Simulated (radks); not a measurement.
The gallium ion Ga9+, 22 electrons, occupied as [Ar] 3d4 (the NIST ground configuration).

Calculated with a radial shooting solver on a logarithmic mesh with Libxc functionals: scalar-relativistic Kohn-Sham, LDA (Slater exchange, VWN5 correlation), spin-polarised, spherical densities, finite nucleus; open shells are filled with parallel spins first; Fermi nuclear charge, rms radius 3.9973 fm.

Energy parts (hartree):
| part | energy |
|---|---|
| total | -1909.97104 |
| kinetic | 1942.67969 |
| electron-nucleus | -4420.18667 |
| Hartree | 632.92632 |
| exchange-correlation | -65.39039 |

Orbitals (lengths in bohr, moments of r in powers of bohr):
| orbital | occ. | eigenvalue (hartree) | <r^2> |
|---|---|---|---|
| 1s up | 1 | -383.7056 | 0.003188 |
| 1s down | 1 | -383.7030 | 0.003188 |
| 2s up | 1 | -55.01723 | 0.05609 |
| 2s down | 1 | -54.84497 | 0.05589 |
| 2p up | 3 | -49.04690 | 0.04464 |
| 2p down | 3 | -48.91463 | 0.04442 |
| 3s up | 1 | -13.21661 | 0.4272 |
| 3s down | 1 | -12.95632 | 0.4317 |
| 3p up | 3 | -11.36883 | 0.4414 |
| 3p down | 3 | -11.11032 | 0.4476 |
| 3d up | 4 | -8.38919 | 0.4334 |
| 3d down | 0 | -8.11364 | 0.4457 |
| 4s up | 0 | -5.17817 | 2.097 |
| 4s down | 0 | -5.09392 | 2.145 |
| 4p up | 0 | -4.58056 | 2.337 |
| 4p down | 0 | -4.50364 | 2.399 |

The highest occupied level is 3d up at -228.28 eV. For comparison, the ionisation energy in NIST's Atomic Spectra Database is 244 eV (theoretical). In exact Kohn-Sham theory the highest level is minus the ionisation energy, but local and semilocal functionals leave it too shallow, through self-interaction and a potential that decays too fast; potentials with the right tail come closer. The density falls to 0.001 e/bohr^3 at r = 1.79 bohr.
